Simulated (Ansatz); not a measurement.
```xyz
5

C     0.0000    0.0000   -1.6691
I     0.0000    0.0000    0.3010
H     0.0000   -0.9586   -1.9796
H    -0.8302    0.4793   -1.9796
H     0.8302    0.4793   -1.9796
```

Basis set: def2-TZVP (spherical functions, with the set's core potentials past Kr). Left uncorrelated: 5 orbitals. Charge 0, multiplicity 1.

Computed with Ansatz (development build ahead of 0.2.0); each method stands on the lowest determinant of its kind that the runs found. Restricted open shells among the atoms or ions are ROHF, correlated in semicanonical orbitals with singles.

The atomization energy at this shape (free ground-state atoms in the same class of orbitals less the molecule, no zero-point energy) of singlet CH₃I:

| method | atomization energy |
| --- | --- |
| RHF-MP2 | 1455.5 kJ/mol |

Problem. What does RHF give?

Solution. 1118.0 kJ/mol. Caution: the shape is not the minimum.
